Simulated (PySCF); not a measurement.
**Core-level binding energies of As(OMe)3**

As(OMe)3, C₃H₉AsO₃.
Z-matrix (Å and degrees, PBE0-D3(BJ)/def2-SVP geometry), rows numbered from 1:
```
As
O   1  1.7777
C   2  1.4047  1  118.76
H   3  1.1074  2  112.82  1   -49.67
H   3  1.1003  2  107.93  1  -168.62
H   3  1.1039  2  111.60  1    72.42
O   1  1.7776  2   95.43  3  -172.87
C   7  1.4055  1  118.56  2   -71.20
H   8  1.1074  7  112.78  1   -52.17
H   8  1.1002  7  107.84  1  -171.05
H   8  1.1036  7  111.58  1    69.95
O   1  1.7773  2   95.53  3   -76.62
C  12  1.4043  1  118.99  2  -174.48
H  13  1.1074 12  112.86  1   -49.19
H  13  1.1004 12  107.94  1  -168.15
H  13  1.1040 12  111.66  1    72.97
```

Computed with delta-SCF UKS SCAN, pcX-2 on the ionised atom, pcseg-1 elsewhere, spin-free X2C (PySCF 2.14.0). These are vertical core ionisation energies against the vacuum level, from separate self-consistent calculations with and without the core hole.

**Question.** List the computed XPS lines with their assignment.

**Answer.** 
```json
{"atom(s)": "O2/O7/O12", "bonded to": "C and As", "level": "O 1s", "binding energy (eV)": "537.59", "count": "3"}
{"atom(s)": "C3/C8/C13", "bonded to": "O and 3 H", "level": "C 1s", "binding energy (eV)": "292.14", "count": "3"}
```

**Question.** What is the longest wavelength that can ionise C 1s of C3/C8/C13 vertically?

**Answer.** λ = hc/E = 12398.42 eV Å / 292.14 eV = 42.440 Å.

**Question.** Which photon energy gives electrons from C 1s of C3/C8/C13 a kinetic energy of 50 eV, and what is their de Broglie wavelength?

**Answer.** hν = 292.14 + 50 = 342.14 eV, recoil neglected; λ = 12.264 Å/√(E/eV) = 1.73 Å.

One atom of each set of topologically equivalent atoms was ionised and stands for the set; in this conformer not all members are related by symmetry, and their own values weren't computed. No level of arsenic is listed. The structure is a single PBE0-D3(BJ)/def2-SVP conformer in the gas phase; no vibrational or solvent corrections.

The run took 48 s of wall time on an AMD EPYC with one thread, no GPU, shared host with 64 logical CPUs at a one-minute load of 56, and the process peaked at 0.61 GiB of memory.
